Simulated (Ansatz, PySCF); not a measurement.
C3H5 (SMILES [CH-]1CC1), charge -1, singlet, geometry from GFN2-xTB, with bond 6-2 at 2.4 times its length. Base run: CASSCF(4,5)/6-31G (PySCF).

Input for PySCF:
```python
from pyscf import gto, scf, mcscf
import numpy

mol = gto.M(
    atom='''
C    -0.010751    0.960170    0.093412
C     0.755777   -0.344508    0.026624
C    -0.748251   -0.360884    0.021847
H    -0.012597    1.431798   -0.941996
H     1.255392   -0.743614   -0.876342
H     1.969897   -1.220219    2.193847
H    -1.251796   -0.736753    0.921650
H    -1.233312   -0.770710   -0.884248
''',
    basis='6-31g',
    charge=-1,
    spin=0,
    verbose=3,
)

mf = scf.RHF(mol)
mf.kernel()
mc = mcscf.CASSCF(mf, 5, 4)
mc.fix_spin_(ss=0.0)
mc.kernel()
occ = numpy.linalg.eigvalsh(mc.fcisolver.make_rdm1(mc.ci, mc.ncas, mc.nelecas))[::-1]
ss = mc.fcisolver.spin_square(mc.ci, mc.ncas, mc.nelecas)[0]
print('natural occupations', occ.round(4), ' <S^2>', round(ss, 4))
```

Programs used: Ansatz (a program for electronic structure), PySCF; a row that names a program was run with it.

The base run was repeated with changes; each row names its change, and settings that it needs were set with it.

```csv
change,ΔE vs base (kcal/mol),natural occupations,<S^2> of the state
base,0.000,1.97 1.62 0.38 0.02 0.00,0.00
"active space = 8 electrons, 9 orbitals",-35.23,1.97 1.96 1.95 1.70 0.32 0.04 0.02 0.01 0.00,0.00
correction = SC-NEVPT2,-154.2,1.97 1.62 0.38 0.02 0.00,0.00
fix_spin_ = off,0.000,1.97 1.62 0.38 0.02 0.00,0.00
"active space = 2 electrons, 3 orbitals",13.12,1.62 0.38 0.00,0.00
state_average = 2 states,6.09,-,-
code = ansatz,0.004,-,-
orbitals = fixed (CASCI); correction = SC-NEVPT2,-159.9,1.98 1.80 0.21 0.00 0.00,0.00
conv_tol = 1e-5,0.001,1.97 1.62 0.38 0.02 0.00,0.00
"active space = 8 electrons, 7 orbitals",-20.87,1.98 1.96 1.96 1.72 0.32 0.04 0.02,0.00
solver = newton,0.000,1.97 1.62 0.38 0.03 0.00,0.00
```

Active orbitals are taken around the Fermi level unless the row says otherwise; CASSCF can end in different local minima, and two programs can end on different orbitals. State-averaged rows give the lowest state.
